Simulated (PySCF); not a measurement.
Isomers of C5H7OP.

All values: wB97X-D/def2-SVPD (PySCF) at GFN2-xTB geometries, gas phase, one conformer each. Core orbitals are frozen in the response; Δα² is half the sum of the squared differences of the principal polarisabilities.

Question: Rank by dipole moment, lowest first.
A. `[CH3:1][CH2:2][c:3]1[cH:4][o:5][cH:6][p:7]1` with C1–C2–C3–C4 112°
B. `Cc1coc(C)p1`
C. `[O:1]=[P:2]1([CH:3]2[CH2:4][CH2:5]2)[CH:6]=[CH:7]1` with O1–P2–C3–C4 -33°

Answer: B (1.01 D), A (1.31 D), C (4.09 D).

Question: Rank by HOMO energy, lowest first.
A. `[CH:1]#[C:2][P@@:3]([CH3:4])(=[O:5])[CH:6]=[CH2:7]` with C2–P3–C6–C7 -130°
B. `Cc1coc(C)p1`
C. `[CH3:1][CH2:2][c:3]1[cH:4][o:5][cH:6][p:7]1` with C1–C2–C3–C4 112°
D. `[O:1]=[P:2]1([CH:3]2[CH2:4][CH2:5]2)[CH:6]=[CH:7]1` with O1–P2–C3–C4 -33°

Answer: A (-9.86 eV), D (-9.15 eV), C (-8.63 eV), B (-8.22 eV).

Question: Rank by polarisability anisotropy Δα, highest first.
A. `Cc1coc(C)p1`
B. `[O:1]=[P:2]1([CH:3]2[CH2:4][CH2:5]2)[CH:6]=[CH:7]1` with O1–P2–C3–C4 -33°
C. `[CH:1]#[C:2][P@@:3]([CH3:4])(=[O:5])[CH:6]=[CH2:7]` with C2–P3–C6–C7 -130°

Answer: A (6.21 Å³), C (4.54 Å³), B (4.05 Å³).

All values together:

```tsv
SMILES	μ (D)	HOMO (eV)	LUMO (eV)	α (Å³)	Δα (Å³)
Cc1coc(C)p1	1.01	-8.22	1.04	12.60	6.21
O=P1(C2CC2)C=C1	4.09	-9.15	1.09	11.51	4.05
C#C[P@@](C)(=O)C=C	4.07	-9.86	0.86	12.33	4.54
CCc1cocp1	1.31	-8.63	0.87	12.28	4.74
```

Conformers: `[O:1]=[P:2]1([CH:3]2[CH2:4][CH2:5]2)[CH:6]=[CH:7]1` with O1–P2–C3–C4 -33°; `[CH:1]#[C:2][P@@:3]([CH3:4])(=[O:5])[CH:6]=[CH2:7]` with C2–P3–C6–C7 -130°; `[CH3:1][CH2:2][c:3]1[cH:4][o:5][cH:6][p:7]1` with C1–C2–C3–C4 112°.
